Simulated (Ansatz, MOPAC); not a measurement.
Reaction (SMILES): [F][GeH]([F])[F] → [F][Ge-]([F])[F] + H+

Wanted: gas-phase deprotonation energy (enthalpy at 298 K), in kcal/mol. Set-up: spin-orbit terms left out; PM7 with its own dispersion and hydrogen-bond terms; no dispersion term unless named; non-relativistic. First-principles rows: single points at B3LYP-D3(BJ) geometries (Ansatz, a first-principles code), with unscaled harmonic terms from B3LYP/6-31G* (LANL2DZ past Ar) (Ansatz) at its own minima. Semi-empirical rows: MOPAC heats of formation at their own minima for 298 K, the proton's as measured. Sets without +, aug- or the D of def2-TZVPD hold no diffuse functions, which anions need.

```
species           coefficient  E at B3LYP/STO-3G (Ansatz), Eh  E at B3LYP/def2-TZVPD (Ansatz), Eh  H(298 K) - E, kcal/mol  heat of formation at PM7 (MOPAC), kcal/mol
----------------  -----------  ------------------------------  ----------------------------------  ----------------------  ------------------------------------------
[F][GeH]([F])[F]           -1                     -2348.80703                         -2377.43576                   13.19                                     -192.25
[F][Ge-]([F])[F]           +1                     -2348.07146                         -2376.93250                    7.07                                     -238.23
H+                         +1                         0.00000                             0.00000                    1.48                                      365.69
```

 1 Eh = 627.5095 kcal/mol.

Compute it at each level from the table.


- B3LYP/STO-3G: the sum of coefficient times E is 0.73557 Eh, or 461.58 kcal/mol; the thermal terms add -4.64. Result: 456.9 kcal/mol.
- B3LYP/def2-TZVPD: the sum of coefficient times E is 0.50326 Eh, or 315.80 kcal/mol; the thermal terms add -4.64. Result: 311.2 kcal/mol.
- PM7: the sum of coefficient times heat of formation is 319.71 kcal/mol; it needs no thermal term.
